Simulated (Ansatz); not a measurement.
`F/C=[C](/F)[GaH2]` + H₂ → `C=[C](F)[GaH2]` + H–F at 700 K and 1 bar (hydrogenolysis of a C–F bond).

Gas-phase electronic energies from Ansatz, PBE0-D4/def2-TZVP geometries. CBS: MP2 limit from def2 TZ/QZ plus the TZ coupled-cluster correction, frozen cores. This one scheme is used for every species. For Ga outer-core shells are correlated without core-valence functions, which leaves a few kJ/mol of doubt a bond. Scalar relativity is left out up to krypton.

```csv
species,CCSD(T)/CBS energy (Eh),H − E (kJ/mol),S (J/(mol·K))
`F/C=[C](/F)[GaH2]`,-2201.36378,173.6,440.9
H₂,-1.17544,46.8,155.3
`C=[C](F)[GaH2]`,-2102.18893,187.1,412.7
H–F,-100.39570,45.2,198.5
```

H − E and S are ideal-gas, rigid-rotor, harmonic terms from PBE0-D4/def2-TZVP. The MP2-based limit puts H₂ 0.8 mEh under its directly extrapolated value; such offsets cancel only in part. 1 Eh = 2625.50 kJ/mol, R = 8.31446 J/(mol·K).

Problem. By hand: ΔE, ΔH, ΔS and ΔG.

Solution. ΔE = (-2102.18893) + (-100.39570) − (-2201.36378) − (-1.17544) = -0.04541 Eh = -119.2 kJ/mol. Δ(H − E) = 187.1 + 45.2 − 173.6 − 46.8 = 11.9, so ΔH = -107.3 kJ/mol. ΔS = 412.7 + 198.5 − 440.9 − 155.3 = 15.0 J/(mol·K). ΔG = -107.3 − 700 × (15.0)/1000 = -117.8 kJ/mol.

Problem. By hand: the equilibrium constant, and the temperature at which ΔG would vanish if ΔH and ΔS stayed fixed.

Solution. log₁₀ K = −ΔG/(RT ln 10) = 8.8. ΔH and −TΔS have one sign here, so there is no such temperature.

ΔH outweighs TΔS. A doubt of 5 kJ/mol in ΔE shifts log₁₀ K by 0.4 here. These are equilibria of isolated gas molecules and say nothing of rates. Largest T1 diagnostic: 0.013 (customary marks: 0.02 for closed shells, 0.045 for open ones).
